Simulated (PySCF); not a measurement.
C8H4N2, SMILES N#Cc1cccc(C#N)c1 at its GFN2-xTB optimised geometry (Å):

```
14

N     -2.6987    -2.7879    -0.0009
C     -2.1250    -1.7965    -0.0006
C     -1.4219    -0.5667     0.0000
C     -2.1297     0.6371     0.0002
C     -1.4431     1.8382     0.0002
C     -0.0596     1.8534     0.0001
C      0.6475     0.6493     0.0000
C      2.0640     0.6636    -0.0001
N      3.2093     0.6772     0.0003
C     -0.0300    -0.5667     0.0000
H     -3.2093     0.6191     0.0002
H     -1.9899     2.7687     0.0003
H      0.4814     2.7879     0.0001
H      0.5174    -1.4980    -0.0001
```

Computed with B3LYP/def2-TZVP run with PySCF.

Map of the HOMO amplitude (bohr^(-3/2)) on the plane z = 0.8 Å; orbital energy -8.15 eV, overall sign arbitrary:

```
|=============================|
|=============================|
|=============================|
|=============================|
|=============================|
|=============================|
|=====+++==============+++====|
|====+++++===-----====++++++==|
|===+++++++==-:.:-===++++++++=|
|==+++++++++=:. .:-=+++++++++=|
|==+++++***+=-.  :-=++**++++++|
|==+++++*##*+-:. .:=+*###*++++|
|=+++++*#@@%*=-.  :=*#%@#*++++|
|==++++*#@@%#+=:..:=*#%%#*++++|
|==++++*#%@@%*+-::-=+****+++++|
|==+++++*#%@@#+=--==++++++++++|
|====++++*#%%#++====+++++++++=|
|========++***++====++++++++==|
|=======--=++++++====++++++===|
|======-:::==++++=====++======|
|=====-:..:-==================|
|=====-: .:-==================|
|=====-:::-===================|
|======---====================|
|=============================|
|=============================|
|=============================|
|=============================|
|=============================|
```
Scale: ten equal steps from -0.094 (start of ' ') to 0.095 (end of '@'), in the order ' .:-=+*#%@'; x runs from -5.50 to 5.50, y from -5.50 (bottom) to 5.50 (top).
